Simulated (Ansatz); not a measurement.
The cluster Li7H6, relaxed as a doublet with UKS PBE-D4/def2-TZVP in Ansatz, starting from the GFN2-xTB geometry. Force threshold 0.02 eV/Å.

Another isomer (doublet) lies 0.26 eV lower at PBE0-D4/def2-TZVP; other spin states weren't run for this one.

Start:

```xyz
13

Li    0.644    2.612   -0.299
Li    1.702    0.634   -1.283
Li   -2.257   -1.191   -0.059
Li   -0.989    0.823    0.975
Li   -0.547   -0.657   -1.689
Li    1.398    0.928    1.598
Li    0.215   -1.627    1.248
H    -2.018   -0.321    1.258
H    -0.802    1.180   -1.042
H     1.954    2.167   -1.129
H     1.288   -0.508   -0.403
H     0.997   -2.323    2.235
H    -1.584   -1.720   -1.408
```

```
         step  energy (eV)  largest force component (eV/Å)  SCF passes
            1   -1523.9441                           1.371          17
            2   -1524.9895                           0.679          18
            3   -1525.5817                           0.506          17
            4   -1525.9096                           0.514          17
            5   -1526.2152                           0.507          16
            6   -1526.4468                           0.190          16
            7   -1526.5511                           0.166          15
            8   -1526.6264                           0.151          15
            9   -1526.6811                           0.167          16
           10   -1526.7382                           0.185          15
           11   -1526.7831                           0.110          15
           12   -1526.8253                           0.177          15
           13   -1526.8785                           0.076          14
           14   -1526.9204                           0.107          15
           15   -1526.9617                           0.136          14
           16   -1527.0087                           0.321          16
           17   -1527.0463                           0.264          15
           18   -1527.1240                           0.282          15
           19   -1527.1684                           0.292          15
           20   -1527.2048                           0.222          15
           21   -1527.2661                           0.243          16
           22   -1527.3458                           0.256          16
           23   -1527.4423                           0.216          15
           24   -1527.4535                           0.379          15
25 (rejected)   -1527.3956                           0.343          15
           26   -1527.4787                           0.042          15
           27   -1527.4789                           0.041          16
           28   -1527.4805                           0.006          12
```

Force components are those of the run's own axes.

End:

```xyz
13

Li    0.512    2.271   -0.345
Li    2.129   -0.149   -0.356
Li   -2.481   -1.682   -0.245
Li   -1.387    0.846    0.965
Li   -0.806   -0.228   -1.642
Li    1.750    1.101    1.781
Li    0.313   -1.320    0.862
H    -1.497   -0.986    1.034
H    -0.944    1.374   -0.722
H     2.102    1.616    0.017
H     0.683   -0.995   -0.931
H     1.884   -0.632    1.410
H    -2.258   -1.215   -1.829
```

Bonds lost: Li4–Li6 (atoms count from 1). Bonds formed: Li1–H9, Li2–H12, Li4–H9, Li5–H11, Li6–H10, Li6–H12, Li7–H8, Li7–H11 (atoms count from 1). Metal–metal contacts that move far: Li2–Li7 3.70 to 2.48 Å, Li2–Li5 2.62 to 3.21 Å.

No frequencies were taken in this run, so the end may be a saddle point.

Hardware: 2 threads of Arm Neoverse V2 on a shared host. Wall time 65 s.
